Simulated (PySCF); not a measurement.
## C₆ coefficients of unlike pairs at PW91

Calculated with PySCF 2.14 from the dipole response of each species, C₆(A,B) = (3/π) ∫ α_A(iu) α_B(iu) du, in atomic units, from isotropic polarisabilities. For ions this is the dispersion term alone; charge-induced terms of lower order in 1/R come first.

```tsv
species	configuration	basis	relativity	α (bohr³)	C₆ (like pair)
Pd²⁺	[Kr] 4d8 (3F)	aug-cc-pVTZ-DK (9s8p6d3f2g)	spin-free X2C	6.894	36.58
Cr	[Ar] 3d5 4s1 (7S)	aug-cc-pVQZ-DK (9s8p6d4f3g2h)	spin-free X2C	69.02	570.3
In	[Kr] 4d10 5s2 5p1 (2P)	aug-cc-pwCVTZ-DK3 (10s9p7d4f1g)	spin-free X2C	77.92	798.9
```

Estimate C₆ for Cr with Pd²⁺.

The integral gives 108.7. The combination rule 2 C_A C_B / (C_A α_B/α_A + C_B α_A/α_B) gives 98.60 and the geometric mean 144.4.

No spin-orbit coupling is included.

The other pairs:

| pair | C₆ |
| --- | --- |
| In, Cr | 673.5 |
| In, Pd²⁺ | 134.7 |
